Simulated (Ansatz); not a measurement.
Reaction (atomization): `[CH3][Ge]1([NH2])[BH][O]1` → B• + C• + Ge• + 6 H• + N• + O•

Calculated with Ansatz (gas phase, PBE0-D4/def2-TZVP geometries, no zero-point term in ΔE). CCSD(T)/CBS is the MP2 limit (def2-TZVPP, def2-QZVPP) plus CCSD(T) − MP2 in def2-TZVPP, frozen cores. This one scheme is used for every species, atoms too. Functionals use def2-TZVPP. B3LYP here is the variant with VWN-RPA as its local correlation; programs differ in this. No spin–orbit coupling; open shells (•) take unrestricted orbitals. Spin–orbit coupling would lower the free atoms: a little for B, C, O; clearly for Ge. For Ge outer-core shells are correlated without core-valence functions, so the limit isn't a true one: a few kJ/mol of doubt a bond, and 10 to 20 or more in all where bonds break to atoms. Scalar relativity is left out up to krypton. Each species was taken in one conformer, which may not be the lowest.

```tsv
level	ΔE (kJ/mol)
PBE0-D4	4041.7
B2PLYP	4008.4
B3LYP	4010.3
CCSD(T)/def2-TZVPP	3937.6
HF/def2-QZVPP	2830.3
MP2/def2-QZVPP	4080.7
HF/CBS(def2)	2831.0
CCSD/CBS(def2)	3969.0
```

Question: What does CCSD(T)/CBS give? (An estimate is asked.)

Answer: Ansatz gave: +4044.2 kJ/mol. The listed levels differ from it by -2.5, -35.8, -33.9, -106.6, -1213.9, 36.5, -1213.2, -75.2 kJ/mol.

Largest T1 diagnostic among the species: 0.015.

From PBE to PBE0 (25 % exact exchange), in def2-TZVPP and without D4, ΔE moves by −97.6 kJ/mol: exact exchange takes away binding that semilocal exchange gives to molecules. The D4 term adds +34.7 kJ/mol with B3LYP and +18.2 kJ/mol with PBE0; it sums over pairs of atoms, weighted by their polarisabilities, and B3LYP, whose exchange is more repulsive, gets the larger term.

For atomizations the MP2-based limit and the directly extrapolated one differ by several kJ/mol either way, and by 10 to 25 for some Ge, Se and Sn compounds, so smaller differences from it don't rank the levels.
